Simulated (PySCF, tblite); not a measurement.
Species: C₆H₁₀O.
Atom-mapped SMILES: `[CH3:1][C:2]([CH3:3])=[C:4]([CH3:5])[CH:6]=[O:7]` (hydrogens: H8, H9, H10 on C1; H11, H12, H13 on C3; H14, H15, H16 on C5; H17 on C6)

Computed with GFN2-xTB (tblite), gas phase: Langevin dynamics at 600 K from the optimised GFN2-xTB geometry, time step 0.5 fs, friction 0.01 fs⁻¹, 2000 steps. Over the second half of the run the saved frames average 736 K, 23 % above the target.

Frame at 250 fs, instantaneous temperature 506 K:
```
atom  x, y, z in Å
C1     -2.148    0.727    0.913
C2     -1.084    0.057    0.124
C3     -1.635   -1.068   -0.812
C4      0.217    0.270    0.310
C5      1.223   -0.690   -0.266
C6      0.755    1.557    0.790
O7      0.119    2.428    1.260
H8     -2.803    1.008    0.094
H9     -1.887    1.600    1.472
H10    -2.694   -0.096    1.549
H11    -2.062   -0.533   -1.713
H12    -2.471   -1.571   -0.389
H13    -0.873   -1.845   -1.067
H14     1.208   -0.792   -1.323
H15     2.197   -0.468    0.103
H16     0.862   -1.710    0.107
H17     1.732    1.810    0.619
```

Frame at 425 fs, instantaneous temperature 622 K:
```
atom  x, y, z in Å
C1     -2.560    1.240    0.549
C2     -1.438    0.297    0.478
C3     -1.602   -1.180   -0.046
C4     -0.056    0.594    0.680
C5      0.998   -0.503    0.206
C6      0.539    1.758    1.235
O7      0.110    2.877    1.335
H8     -3.157    1.008   -0.312
H9     -2.415    2.300    0.610
H10    -3.160    1.092    1.409
H11    -1.290   -1.480   -1.095
H12    -2.644   -1.350    0.130
H13    -1.052   -1.673    0.796
H14     1.917    0.116    0.141
H15     1.200   -1.240    0.973
H16     0.877   -1.060   -0.677
H17     1.509    1.584    1.710
```

Frame at 625 fs, instantaneous temperature 736 K:
```
atom  x, y, z in Å
C1     -2.281    1.247    1.552
C2     -1.395    0.132    0.992
C3     -2.006   -1.280    1.437
C4     -0.303    0.600    0.557
C5      0.846   -0.035   -0.271
C6      0.188    2.080    0.805
O7      0.203    2.979    0.101
H8     -3.246    0.931    1.428
H9     -2.216    2.192    0.996
H10    -2.096    1.455    2.633
H11    -1.470   -2.213    1.200
H12    -2.992   -1.295    0.994
H13    -2.179   -1.250    2.456
H14     1.350    0.725   -0.709
H15     1.519   -0.453    0.513
H16     0.521   -0.619   -1.105
H17     0.831    1.884    1.785
```

Frame at 800 fs, instantaneous temperature 827 K:
```
atom  x, y, z in Å
C1     -3.005    0.824    2.457
C2     -1.982    0.339    1.470
C3     -2.194   -0.933    0.753
C4     -0.809    0.893    1.066
C5     -0.022    0.161    0.030
C6      0.029    2.078    1.374
O7      0.923    2.517    0.716
H8     -2.838    0.698    3.586
H9     -4.066    0.263    2.484
H10    -3.198    1.886    2.262
H11    -3.049   -1.438    1.143
H12    -1.373   -1.646    0.688
H13    -2.411   -0.766   -0.277
H14     0.426   -0.763    0.592
H15    -0.575   -0.334   -0.868
H16     0.818    0.746   -0.615
H17    -0.100    2.447    2.416
```

Frame at 1000 fs, instantaneous temperature 647 K:
```
atom  x, y, z in Å
C1     -2.566    1.331    2.977
C2     -2.339    0.893    1.544
C3     -3.356   -0.148    1.036
C4     -1.171    1.115    0.949
C5     -0.777    0.563   -0.451
C6     -0.377    2.251    1.504
O7      0.702    2.721    1.236
H8     -3.457    0.693    3.174
H9     -2.789    2.452    3.063
H10    -1.649    0.962    3.572
H11    -4.348    0.322    1.211
H12    -3.287   -1.130    1.569
H13    -3.261   -0.330   -0.047
H14     0.080    1.133   -0.785
H15    -0.707   -0.478   -0.610
H16    -1.741    0.783   -1.138
H17    -1.043    2.765    2.410
```

Problem. What do single points at PBE0/pcSseg-1 (PySCF, gas phase) give on these frames?

Solution. 
```tsv
t (fs)	GFN2-xTB E above start (eV)	DFT E above lowest frame (eV)	HOMO (eV)	LUMO (eV)	dipole (D)
250	0.97	0.00	-6.96	-1.33	2.97
425	1.36	0.40	-6.94	-1.65	3.48
625	2.02	1.31	-6.93	-0.52	2.49
800	1.81	0.84	-7.14	-1.65	3.73
1000	1.33	0.25	-7.04	-1.58	4.08
```

Both levels order the frames alike by energy; measured from each level's lowest frame they differ by 0.26 eV at most. The HOMO–LUMO gap runs from 5.29 to 6.41 eV. These are instantaneous structures, not minima.

Problem. And the isotropic GIAO shieldings (ppm) from the same runs?

Solution. 
| atom | 250 fs | 425 fs | 625 fs | 800 fs | 1000 fs | mean | range |
| --- | --- | --- | --- | --- | --- | --- | --- |
| C1 | 158.8 | 168.7 | 161.0 | 160.4 | 152.5 | 160.3 | 16.2 |
| C2 | 21.6 | 3.8 | 65.8 | 40.9 | 14.9 | 29.4 | 62.0 |
| C3 | 155.3 | 150.9 | 164.9 | 156.3 | 154.2 | 156.3 | 14.0 |
| C4 | 57.5 | 33.8 | 41.6 | 44.8 | 44.1 | 44.4 | 23.7 |
| C5 | 166.6 | 161.3 | 174.4 | 147.2 | 167.9 | 163.5 | 27.2 |
| C6 | -4.6 | -5.8 | -2.5 | -0.9 | -11.2 | -5.0 | 10.3 |
| O7 | -319.3 | -336.5 | -234.6 | -338.6 | -310.6 | -307.9 | 104.0 |
| H8 | 29.9 | 30.3 | 32.1 | 27.5 | 28.7 | 29.7 | 4.6 |
| H9 | 27.3 | 28.6 | 29.8 | 27.3 | 26.7 | 27.9 | 3.1 |
| H10 | 28.4 | 30.4 | 29.3 | 28.6 | 27.3 | 28.8 | 3.1 |
| H11 | 28.8 | 28.0 | 29.6 | 30.7 | 29.2 | 29.3 | 2.7 |
| H12 | 30.5 | 30.3 | 30.2 | 29.4 | 28.8 | 29.8 | 1.7 |
| H13 | 28.5 | 28.5 | 31.5 | 30.0 | 28.9 | 29.5 | 3.0 |
| H14 | 30.2 | 29.3 | 32.5 | 28.5 | 29.2 | 29.9 | 4.0 |
| H15 | 30.2 | 29.9 | 28.9 | 28.4 | 30.5 | 29.6 | 2.1 |
| H16 | 28.4 | 30.5 | 30.2 | 25.2 | 27.7 | 28.4 | 5.3 |

The cost below is that of the whole dynamics run. The run took 10 s of wall time on Intel Xeon 6975P-C, one thread, no GPU, shared host, and the process peaked at 0.18 GiB of memory.
